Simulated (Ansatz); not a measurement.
Cost and result for the atomization energy of CH₅BTe, SMILES `B[Te]C` (8 atoms, 7 bonds).

The species carries charge 0 and has multiplicity 1. Correlated methods include outer-core shells of Te, which these sets cover unevenly. Te: def2 effective core potential. The structure was optimised at the PBE0-D4/def2-TZVP level. Program: Ansatz. All runs use 2 threads of an Intel Xeon 6975P-C on a shared host. Times are those of one run each, without the atoms' runs, and a repeat can differ threefold. Electronic energies, without spin–orbit coupling; frozen cores. CCSD(T)/CBS adds CCSD(T) − MP2 in def2-TZVPP to the MP2 limit, and its time is that of the two runs behind it. T1 = 0.015. With those shells the extrapolation isn't a true limit.

CCSD(T)/CBS is a level of theory with its own doubt, some kJ/mol a heavy atom from the limit and from the frozen cores, so smaller differences don't rank the functionals.

| level | functions | wall time | atomization (kcal/mol) | difference from CCSD(T)/CBS | per bond |
| --- | --- | --- | --- | --- | --- |
| revPBE-D4/def2-TZVPP | 182 | 1.3 s | 626.0 | -5.3 | -0.8 |
| PBE0-D4/def2-TZVPP | 182 | 1.7 s | 631.1 | -0.2 | 0.0 |
| CAM-B3LYP-D4/def2-TZVPP | 182 | 2 s | 630.0 | -1.3 | -0.2 |
| CCSD(T)/def2-SVP | 79 | 2.4 s | 594.4 | -36.9 | -5.3 |
| BHLYP-D4/def2-TZVPP | 182 | 2.5 s | 617.4 | -13.9 | -2.0 |
| r2SCANh-D4/def2-TZVPP | 182 | 2.6 s | 628.9 | -2.4 | -0.3 |
| r2SCAN-D4/def2-TZVPP (with forces) | 182 | 2.7 s | 631.7 | 0.4 | 0.1 |
| B2PLYP/def2-TZVPP | 182 | 3.5 s | 623.6 | -7.7 | -1.1 |
| PBE-QIDH/def2-TZVPP | 182 | 3.7 s | 626.4 | -4.9 | -0.7 |
| ωB97X-V/def2-TZVPP | 182 | 5.5 s | 629.1 | -2.2 | -0.3 |
| MP2/def2-QZVPP | 346 | 11 s | 628.5 | -2.8 | -0.4 |
| CCSD(T)/def2-TZVPP | 182 | 27 s | 615.4 | -15.9 | -2.3 |
| CCSD(T)/CBS(def2) | – | 38 s | 631.3 | 0.0 | 0.0 |

The D4 term adds +5.6 kcal/mol with B3LYP and +2.9 kcal/mol with PBE0; it sums over pairs of atoms, weighted by their polarisabilities, and B3LYP, whose exchange is more repulsive, gets the larger term. In def2-TZVPP, CCSD(T) changes the Hartree–Fock value by +144.1 kcal/mol (the triples alone add +9.1 kcal/mol) and MP2 by +147.8 kcal/mol; breaking electron pairs costs correlation energy, which Hartree–Fock lacks. From r2SCAN to r2SCAN0 (25 % exact exchange), in def2-TZVPP and without D4, the atomization energy moves by −6.9 kcal/mol: exact exchange takes away binding that semilocal exchange gives to molecules.

B3LYP here is the variant with VWN-RPA as its local correlation; programs differ in this.

Spin–orbit coupling would lower the free Te atoms strongly, and the atomization energy with them, by more than many differences here.
